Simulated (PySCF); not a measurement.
Pair of molecules: NH3 (SMILES N) (first 4 atoms) with CH2F2 (SMILES FCF); geometry from B3LYP-D3(BJ)/def2-TZVP.
(charge 0, multiplicity 1):
```xyz
9

N     -0.009    -0.099    -0.119
H     -1.022    -0.082    -0.172
H      0.319     0.833    -0.349
H      0.321    -0.723    -0.846
F     -1.045    -0.469     3.610
C      0.277    -0.364     3.276
F      0.727     0.855     3.704
H      0.368    -0.413     2.190
H      0.828    -1.139     3.813
```

Counterpoise-corrected where a basis set is named; no monomer relaxation. Rows marked so take none.

Rows in 6-311+G**, 6-31G* carry no dispersion term and start afresh at each structure (6-31G* with six Cartesian d functions).

Codes used: PySCF for 6-311+G** rows, 6-31G* rows. Values without a source in brackets are computed.

**Question.** Estimate the interaction energy that BP86/6-31G* (no counterpoise) returns for this input.

**Answer.** -144 meV

**Question.** Give the interaction energy at the level B3LYP/6-31G* (no counterpoise).

**Answer.** -161 meV

**Question.** What is the computed interaction energy (B3LYP/6-311+G** (no counterpoise))?

**Answer.** -147 meV
